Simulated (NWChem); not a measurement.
Species: CH9GeN3; SMILES [NH2][Ge]([CH3])([NH2])[NH2]

```xyz
14

C     -0.0037     1.7635     0.7949
Ge     0.0000    -0.0077     0.0018
N      1.5880    -0.1794    -0.9162
N      0.0029    -1.3644     1.2194
N     -1.5872    -0.1862    -0.9163
H     -0.0070     2.5508     0.0256
H      0.8894     1.8923     1.4227
H     -0.8956     1.8874     1.4255
H      1.6556    -0.9830    -1.5351
H      1.8828     0.6474    -1.4288
H      0.8413    -1.9331     1.2600
H     -0.8332    -1.9365     1.2597
H     -1.8855     0.6393    -1.4288
H     -1.6514    -0.9901    -1.5352
```
Atoms are numbered in this order, from 1.

All runs: NWChem. Geometry: optimised at PBE0/def2-SVP. B3LYP is NWChem's, with the RPA form of VWN correlation. Total energies compare along this basis series because the functional is fixed.

```json
[
 {"level": "B3LYP/def2-SVP", "basis functions": "133", "energy (Ha)": "-2284.4592", "highest occupied level (eV)": "?", "orbital gap (eV)": "?", "dipole (D)": "?"},
 {"level": "B3LYP/def2-SVPD", "basis functions": "190", "energy (Ha)": "-2284.4953", "highest occupied level (eV)": "-6.63", "orbital gap (eV)": "6.44", "dipole (D)": "2.11"},
 {"level": "B3LYP/def2-TZVP", "basis functions": "226", "energy (Ha)": "-2284.9811", "highest occupied level (eV)": "-6.51", "orbital gap (eV)": "6.67", "dipole (D)": "2.22"},
 {"level": "B3LYP/def2-TZVPP", "basis functions": "298", "energy (Ha)": "-2284.9883", "highest occupied level (eV)": "-6.52", "orbital gap (eV)": "6.67", "dipole (D)": "2.13"}
]
```

Q: Some entries are withheld; supply them.

A: 
- B3LYP/def2-SVP, highest occupied level (eV): -6.16
- B3LYP/def2-SVP, orbital gap (eV): 7.02
- B3LYP/def2-SVP, dipole (D): 2.31
